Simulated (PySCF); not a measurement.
The same groups moved round the core (quinoline fluoro+boryl). All species are isolated molecules in the gas phase. One relaxed conformer stands for each flexible species; it need not be the lowest. Strings in code marks are SMILES. Quantity: electronic energy of isomers of C9H7BFN relative to `Bc1cc2ccccc2nc1F` (H–B–C–C torsion 180°). Level 1: PBE-D3(BJ)/def2-TZVP // B3LYP-D3(BJ)/def2-SVP (PySCF). Level 2: B3LYP-D3(BJ)/def2-TZVP // B3LYP-D3(BJ)/def2-SVP (PySCF). B3LYP has the VWN-RPA correlation part, as in Gaussian.

| case | level 1 (kcal/mol) | level 2 (kcal/mol) |
|---|---|---|
| `Bc1c(F)ccc2ncccc12` (H–B–C–C torsion 180°) | 6.6 | 6.9 |
| `Bc1cc(F)c2cccnc2c1` (H–B–C–C torsion 180°) | 7.7 | 7.7 |
| `Bc1ccc(F)c2cccnc12` (H–B–C–C torsion 180°) | 7.8 | 7.9 |
| `Bc1ccc(F)c2ncccc12` (H–B–C–C torsion 180°) | 8.1 | withheld |
| `Bc1cc(F)cc2cccnc12` (H–B–C–C torsion 179°) | 9.0 | 9.1 |
| `Bc1cc(F)c2ncccc2c1` (H–B–C–C torsion 180°) | 9.3 | 9.4 |
| `Bc1c(F)cnc2ccccc12` (H–B–C–C torsion 180°) | 9.8 | 10.2 |
| `Bc1cc(F)c2ccccc2n1` (H–B–C–N torsion 0°) | 10.4 | 10.5 |

Q: Fit level 2 = a + b·x to the 7 complete rows by least squares, with x = level 1 in kcal/mol. Give a, b and the rms residual, and predict the withheld value.

A: Means of the 7 rows: x̄ = 8.6571, ȳ = 8.8143 kcal/mol. Σ(x − x̄)² = 10.757 and Σ(x − x̄)(y − ȳ) = 10.784, so b = 1.003 and a = ȳ − b·x̄ = 0.13 kcal/mol. The rms residual is 0.13 kcal/mol. At x = 8.1 the line gives 8.3 kcal/mol. The run for `Bc1ccc(F)c2ncccc12` (H–B–C–C torsion 180°) gave 8.6 kcal/mol, so the line is off by 0.3 kcal/mol, more than twice the rms residual.

Codes: PySCF.
